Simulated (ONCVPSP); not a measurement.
# Before and after: ONCV potential for platinum (Pt)

| Quantity | Value |
| --- | --- |
| Element | Pt |
| Generator | ONCVPSP 4.0.1 |
| Type | optimised norm-conserving Vanderbilt (ONCV) |
| Functional | LDA (Perdew-Zunger) |
| Relativity | scalar-relativistic |
| Frozen core | [Kr] 4d10 |
| Valence charge | 32 |
| Reference configuration | 4f14 5s2 5p6 5d9 6s1 |
| Partial waves | 5s+6s: rc 1.45 bohr, ncon 3, nbas 7, qcut 9.1 1/bohr, 3 projectors, debl 3.8 Ha; 5p: rc 1.50 bohr, ncon 5, nbas 9, qcut 10.2 1/bohr, 2 projectors, debl 2 Ha; 5d: rc 1.55 bohr, ncon 4, nbas 8, qcut 5.2 1/bohr, 2 projectors, debl 2.6 Ha; 4f: rc 0.85 bohr, ncon 3, nbas 8, qcut 19.5 1/bohr, 2 projectors, debl 3.4 Ha |
| Local potential | polynomial inside 0.75 bohr (lpopt 4, dvloc0 6 Ha) |
| Core correction | none |

In the p channel the program set the typed energies aside and used -2.069, 0.250 Ha.

Change: p: qcut 11.7.

Cutoffs: the cutoffs (Ha) at which the residual kinetic energy of the hardest occupied pseudo-wave falls to 1 and 0.1 mHa per electron; they do not see the model core or the augmentation charge, which bear on the density cutoff. Errors are all-electron minus pseudo energies relative to the spin-unpolarised reference configuration.

Problem. What does the change do?

Solution. The potential gets neither clearly harder nor softer (169 Ha and 183 Ha → 169 Ha and 183 Ha); the f channel sets the loose cutoff, while the largest relative change is in p, which becomes harder; the errors of the 4 common tests hardly move; neither file shows a bound ghost.

```tsv
quantity	base	changed
cutoff, loose	169 Ha	169 Ha
cutoff, tight	183 Ha	183 Ha
loose cutoff by channel	s 29 Ha, p 38 Ha, d 47 Ha, f 169 Ha	s 29 Ha, p 45 Ha, d 47 Ha, f 169 Ha
bound ghosts	none	none
GHOST(+) flags under 300 eV	s at 192.0 eV	s at 192.0 eV
error for 4f14 5s2 5p6 5d9 6s0, meV [ΔE 9.54 eV]	-3.8	-3.8
error for 4f14 5s2 5p6 5d8 6s0, meV [ΔE 29.80 eV]	-6.4	-6.5
error for 4f14 5s2 5p6 5d7 6s0, meV [ΔE 62.32 eV]	-12	-12
error for 4f14 5s2 5p6 5d8 6s1, meV [ΔE 11.42 eV]	-0.4	-0.3
s: phases at 1.48 bohr within 0.05 rad from the reference energy up to (Ha; the scan ends near 5)	to the end of the scan	to the end of the scan
p: phases at 1.52 bohr within 0.05 rad from the reference energy up to (Ha; the scan ends near 5)	to the end of the scan	to the end of the scan
d: phases at 1.58 bohr within 0.05 rad from the reference energy up to (Ha; the scan ends near 5)	to the end of the scan	to the end of the scan
f: phases at 0.86 bohr within 0.05 rad from the reference energy up to (Ha; the scan ends near 5)	to the end of the scan	to the end of the scan
```
